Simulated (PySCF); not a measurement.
C₃H₈ClNSi, SMILES C/N=C/[Si@@H](C)Cl. The structure is a stationary point at PBE0-D3(BJ)/def2-SVP. The structure was generated by enumeration; whether it is a known compound was not checked. One conformer was computed; it need not be the lowest.

Q: Give the equilibrium geometry at PBE0-D3(BJ)/def2-SVP (PySCF confirms it by a frequency run) as a Z-matrix. (Estimate from the structure and the level; the computed values follow.)

A: Several could match; the one computed here: 
```
C
N 1 1.2703
H 1 1.1146 2 121.35
C 2 1.4352 1 119.36 3 -0.24
H 4 1.1022 2 109.18 1 122.59
H 4 1.1022 5 106.15 2 -117.56
H 4 1.1082 5 109.10 6 -117.38
Si 1 1.8854 3 121.13 2 -179.16
H 8 1.4926 1 109.80 3 78.63
C 8 1.8585 9 112.44 1 -123.07
H 10 1.0996 8 111.77 9 -51.21
H 10 1.1001 11 108.92 8 121.75
H 10 1.1008 11 109.48 12 117.88
Cl 8 2.0834 9 106.34 1 115.57
```
Charge 0, spin multiplicity 1.
